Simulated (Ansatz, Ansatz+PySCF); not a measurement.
```xyz
2

P     0.0000    0.0000   -0.5115
N     0.0000    0.0000    1.0962
```

Basis set: def2-SVP (spherical functions). Frozen core: 6 orbitals. Charge 0, multiplicity 1.

Computed with Ansatz (development build ahead of 0.2.0); each method stands on the lowest determinant of its kind that the runs found. Restricted open shells among the atoms or ions are ROHF, correlated in semicanonical orbitals with singles.

Task: Give the atomization energy at this shape (free ground-state atoms in the same class of orbitals less the molecule, no zero-point energy) of singlet PN by UHF-CCSDT(Q), RHF-CCSD(T), UHF-CCSD(T), UHF-CCSD, RHF-MP2, UHF-MP2, UHF, RHF.

Result:

```json
{"method": "UHF-CCSDT(Q)", "atomization energy": "492.9 kJ/mol"}
{"method": "RHF-CCSD(T)", "atomization energy": "486.8 kJ/mol"}
{"method": "UHF-CCSD(T)", "atomization energy": "474.4 kJ/mol"}
{"method": "UHF-CCSD", "atomization energy": "436.6 kJ/mol"}
{"method": "RHF-MP2", "atomization energy": "546.9 kJ/mol"}
{"method": "UHF-MP2", "atomization energy": "345.6 kJ/mol"}
{"method": "UHF", "atomization energy": "161.2 kJ/mol"}
{"method": "RHF", "atomization energy": "67.6 kJ/mol"}
```

Caution: the shape is not the minimum. Caution for UHF-CCSDT(Q), UHF-CCSD(T), UHF-CCSD, UHF-MP2: a plain start can end on a higher determinant. Caution for UHF-CCSDT(Q), UHF-CCSD(T), UHF-CCSD, UHF-MP2, UHF: the unrestricted determinant is a mixture of spin states. Caution for RHF-CCSD(T), RHF-MP2, RHF: an unrestricted determinant lies well below. Caution for RHF-CCSD(T), RHF-MP2: large share of triples, a single reference is doubtful. Caution for RHF-CCSD(T): the program doubts this total. Caution for UHF-CCSD(T), UHF-MP2: another reference gives a lower total.
